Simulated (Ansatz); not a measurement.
Cost and result up the ladder for Al15N15H36, a nanocrystal cut from wurtzite AlN (hydrogen-capped) (66 atoms). The state is a singlet with charge 0. Geometry: PBE-D4/def2-SVP.

```xyz
66

N     1.857    3.669   -0.591
Al    3.197    2.472    0.265
Al    2.865    0.651   -2.245
N     2.692    0.704   -0.319
Al    3.995   -0.514    0.418
N     3.452   -2.294   -0.285
Al    0.014    3.313   -0.099
N     0.134    3.298    1.857
Al   -0.213    1.490   -2.459
N     1.047    0.131   -2.910
N    -0.339    1.495   -0.561
Al    0.929    0.257    0.171
Al   -0.475    1.654    2.713
N     0.742    0.306    2.102
Al    0.620   -1.624   -2.299
N     0.465   -1.511   -0.407
Al    1.664   -2.858    0.217
Al    0.342   -1.404    2.870
N     1.711   -2.599    2.159
N    -1.970    0.900   -3.127
Al   -2.138    1.068   -0.014
N    -2.148    1.093    1.933
Al   -2.611   -0.824   -2.451
N    -1.179   -2.055   -2.976
N    -2.554   -0.712   -0.571
Al   -1.321   -1.987    0.142
Al   -2.692   -0.581    2.714
N    -1.367   -1.828    2.082
Al   -4.395   -1.181   -0.105
N    -4.382   -1.074    1.891
H     2.112    4.648   -0.388
H     1.996    3.572   -1.614
H     4.666    2.933   -0.180
H     2.835    2.653    1.858
H     3.123    2.137   -2.835
H     3.844   -0.557   -2.697
H     5.510   -0.222   -0.018
H     3.731   -0.698    2.030
H     3.550   -2.239   -1.316
H     4.155   -2.992    0.004
H    -1.038    4.430   -0.548
H     1.148    3.348    2.102
H    -0.304    4.129    2.281
H     0.104    2.940   -3.074
H     1.205    0.121   -3.933
H    -0.557    1.886    4.293
H     1.685    0.575    2.447
H     1.633   -2.776   -2.781
H     1.321   -4.388   -0.096
H     0.346   -1.494    4.466
H     2.608   -2.113    2.381
H     1.734   -3.493    2.671
H    -2.006    0.947   -4.157
H    -2.656    1.613   -2.818
H    -3.174    2.162   -0.591
H    -2.856    1.793    2.217
H    -3.994   -1.230   -3.143
H    -1.161   -2.211   -3.996
H    -1.427   -2.982   -2.583
H    -1.659   -3.500   -0.302
H    -2.867   -0.546    4.305
H    -1.640   -2.756    2.450
H    -5.408   -0.019   -0.571
H    -4.681   -2.733   -0.430
H    -5.118   -0.413    2.185
H    -4.701   -1.981    2.267
```

Ansatz on 4 threads of AMD EPYC 7R13 on a shared host and a share (37 GiB) of an NVIDIA H100 80GB HBM3. Times are rough, and most runs start from the orbitals of an earlier one. No level here is sound enough to serve as a yardstick. Binding counts from free atoms at the same level (N quartet, Al doublet, H doublet; other spins of the atoms weren't run), without zero-point energy or a counterpoise term.

Correlated methods freeze 90 core orbitals. The rows differ in basis, and correlated rows in double-zeta sets carry the largest basis error. Single mean-field runs in def2-SVP, def2-TZVP are fitted with def2-universal-jkfit.

Correlated methods converge slowly with the basis, most of all in double-zeta sets.

| level | functions | wall time | binding energy per atom (eV) |
| --- | --- | --- | --- |
| HF/STO-3G | 246 | 6.5 s | 3.73 |
| PBE-D4/def2-SVP | 660 | 8.1 s | 3.79 |
| BLYP-D4/def2-SVP | 660 | 9 s | 3.76 |
| MP2/def2-SVP | 660 | 9 s | 3.56 |
| CAM-B3LYP-D4/def2-SVP | 660 | 13 s | 3.79 |
| PBE-D4/def2-TZVP | 1236 | 14 s | 3.76 |
| PBE0-D4/def2-SVP (with forces) | 660 | 16 s | 3.74 |
| r2SCAN-D4/def2-SVP (with forces) | 660 | 17 s | 3.76 |
| PBE0-D4/def2-TZVP | 1236 | 19 s | 3.71 |
